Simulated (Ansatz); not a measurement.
Born–Oppenheimer molecular dynamics of CH7NOSi (11 atoms, charge 0, multiplicity 1). It starts at the highest image of a converged band, a first-order saddle point between two minima.

Theory: RKS B3LYP/def2-mTZVP (Ansatz 0.2.0).

```
ensemble                      : NVE (velocity Verlet)
time step                     : 0.5 fs
steps asked                   : 200
starting velocities drawn for : 300 K
seed                          : 4454
```

First frame:

```xyz
11
Properties=species:S:1:pos:R:3
Si -0.416 0.568 -0.148
N 1.411 0.350 -0.561
O 0.082 1.764 0.792
H 1.259 1.284 0.250
H -1.105 0.877 -1.430
C -1.112 -1.010 0.580
H 1.758 0.626 -1.476
H 1.934 -0.456 -0.227
H -2.128 -0.838 0.946
H -0.519 -1.350 1.431
H -1.164 -1.816 -0.156
```

**Question.** How far do the bonds stretch over the last three quarters of this one trajectory? (Pairs bonded in most of those frames.)

**Answer.** 
```csv
bond,mean (Å),spread (Å),shortest,longest
Si1–N2,1.748,0.076,1.63,1.89
Si1–O3,1.686,0.044,1.61,1.76
Si1–H5,1.490,0.034,1.44,1.55
Si1–C6,1.886,0.030,1.84,1.94
N2–H7,1.013,0.014,0.99,1.04
N2–H8,1.015,0.013,0.99,1.04
O3–H4,0.995,0.091,0.85,1.12
C6–H9,1.097,0.020,1.06,1.13
C6–H10,1.095,0.015,1.07,1.13
C6–H11,1.098,0.028,1.05,1.14
```

Mean temperature of the second half: 845 K. The conserved energy stayed within 0.88 meV per atom of its start (net change 0.12 meV per atom), so the integration is sound. The system heated up, since it started high on the potential surface and ran downhill. A run of 0.1 ps of so small a system gives no equilibrium averages. The orbitals stay closed-shell, which can raise the energy where a bond breaks towards radicals; this wasn't checked here.

The run took 7.7 min on 2 threads of Arm Neoverse V2, on a shared host, peak memory 0.21 GiB.
